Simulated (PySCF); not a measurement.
From results back to the method.

Species: CH9PSi2.
SMILES with atom numbers: `[SiH3:1][CH2:2][SiH2:3][PH2:4]` (hydrogens: H5, H6, H7 on Si1; H8, H9 on C2; H10, H11 on Si3; H12, H13 on P4)

The closed-shell ground state was solved 7 times with PySCF (density fitting, gas phase), always in the pcSseg-2 basis (291 functions), with these functionals: B97-2, BHandHLYP, BLYP, CAM-B3LYP, HF, LC-wPBE and wB97X-D. One conformer (not necessarily the lowest) at the PBE0-D3(BJ)/def2-SVP geometry, without solvent, vibrations or thermal averaging.

```
row  total energy (Eh)  HOMO (eV)  LUMO (eV)  dipole (D)
  P          -963.6237     -10.09       1.88        0.66
  Q          -963.8837      -6.26      -0.78        0.59
  R          -963.9090      -9.31       1.56        0.63
  S          -963.9604      -7.27      -0.10        0.62
  T          -963.8935      -8.46       0.61        0.59
  U          -963.9200      -8.75       0.76        0.60
  V          -961.7761      -9.98       2.43        0.62
```

Question: Which functional belongs to which row?

Answer: P = LC-wPBE, Q = BLYP, R = wB97X-D, S = B97-2, T = BHandHLYP, U = CAM-B3LYP, V = HF. By rising HOMO–LUMO gap: BLYP (GGA) 5.48 eV; B97-2 (global hybrid, 21 % exact exchange) 7.17 eV; BHandHLYP (global hybrid, 50 % exact exchange) 9.07 eV; CAM-B3LYP (range-separated hybrid) 9.51 eV; wB97X-D (range-separated hybrid) 10.87 eV; LC-wPBE (range-separated hybrid) 11.97 eV; HF (all exact exchange) 12.41 eV. Total energies of different functionals aren't bounds to one another; each is stationary for its own functional.

Shape of the structure used: `[SiH3:1][CH2:2][SiH2:3][PH2:4]`: Si1–C2–Si3–P4 -178°, H–P4–Si3–C2 -77°, H–P4–Si3–C2 -171°.

wB97X-D is run here without its empirical dispersion term; that term would change no orbital, density or response property at a fixed geometry.
